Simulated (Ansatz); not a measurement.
Ideal-gas functions of AlBH4S2 (`[AlH2][S]BS`) at 500 K and 1 bar, from an Ansatz frequency run at PBE0-D4/def2-TZVP.

Molar mass 105.96 g/mol, point group Cs (symmetry number 1), electronic degeneracy 1, moments of inertia 90.035, 258.293, 348.328 u Å². Harmonic wavenumbers (cm⁻¹, unscaled): 94, 148, 158, 283, 460, 473, 507, 581, 611, 790, 807, 857, 911, 1132, 1931, 1966, 2642, 2663.

Use S(trans) = R[1.5 ln M + 2.5 ln T − 1.1517]; rotational temperatures θ = 24.2544 K / I; S(rot) = R[ln(√π/σ · √(T³/θAθBθC)) + 1.5]; for each mode x = 1.438777 ν̃/T, S = R[x/(eˣ − 1) − ln(1 − e⁻ˣ)] and H = RT x/(eˣ − 1); 1 cm⁻¹ = 0.0119627 kJ/mol; R = 8.31446 J/(mol·K).

**Question.** By hand: the entropy, in J/(mol·K).

**Answer.** Translation 177.8. Rotation: θ = 0.2694, 0.0939, 0.0696 K, giving 121.1. Vibration, mode by mode: 19.21, 15.47, 14.94, 10.25, 6.56, 6.36, 5.87, 4.95, 4.62, 3.07, 2.96, 2.64, 2.34, 1.41, 0.21, 0.19, 0.04, 0.03, in all 101.1. Electronic 0.0. Sum 400.0 J/(mol·K).

**Question.** By hand: H − E and G − E in kJ/mol, counted from the electronic energy.

**Answer.** Zero-point energy ½ × 17014 × 0.0119627 = 101.8; thermal vibration 26.5; translation, rotation and pV give 4 RT = 16.6. H − E = 144.9 kJ/mol, and G − E = 144.9 − 500 × 400.0/1000 = -55.1 kJ/mol.

Vibration gives 25 % of the entropy, 34.7 J/(mol·K) of it from the modes under 150 cm⁻¹: soft modes count most, and the harmonic formula is weakest for them. The sum counts one conformer and one mirror image; others add a mixing term.
